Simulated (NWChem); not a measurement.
System: CH$_{3}$Cl$_{2}$Y; SMILES [Cl][Y]([Cl])[CH3]

Here is an NWChem input.

```
start job
memory heap 200 mb stack 900 mb global 1100 mb
geometry units angstroms
  Y     -0.293887    -0.441463    -0.403586
  Cl     1.947913     0.530604    -0.471490
  Cl    -0.562405    -0.053989     1.994741
  C     -1.500736     1.419069    -1.186243
  H     -2.574740     1.376151    -1.009095
  H     -1.323987     1.667422    -2.237882
  H     -1.057187     2.215394    -0.570327
end
basis spherical
  * library def2-svp
end
ecp
  Y library def2-ecp
end
dft
  xc pbe0
  iterations 150
end
driver
  maxiter 120
end
task dft optimize
dft
  grid fine
  convergence energy 1d-8 density 1d-7
end
task dft freq numerical
```

def2 effective core potentials on Y; no spin-orbit coupling.

The level has its own optimisation; frequencies are unscaled.

**Question.** Predict the main results of this run. (PBE0/def2-SVP with def2 effective core potentials on Y.) Quantities: r Cl–Y (Å); r C–Y (Å); r C–H (Å); highest harmonic frequency (cm⁻¹); lowest (cm⁻¹); zero-point energy (kcal/mol).

**Answer.** 
```json
{
 "r Cl–Y (Å)": "2.457",
 "r C–Y (Å)": "2.312",
 "r C–H (Å)": "1.107",
 "highest harmonic frequency (cm⁻¹)": "3110",
 "lowest (cm⁻¹)": "-18",
 "zero-point energy (kcal/mol)": "21.9"
}
```
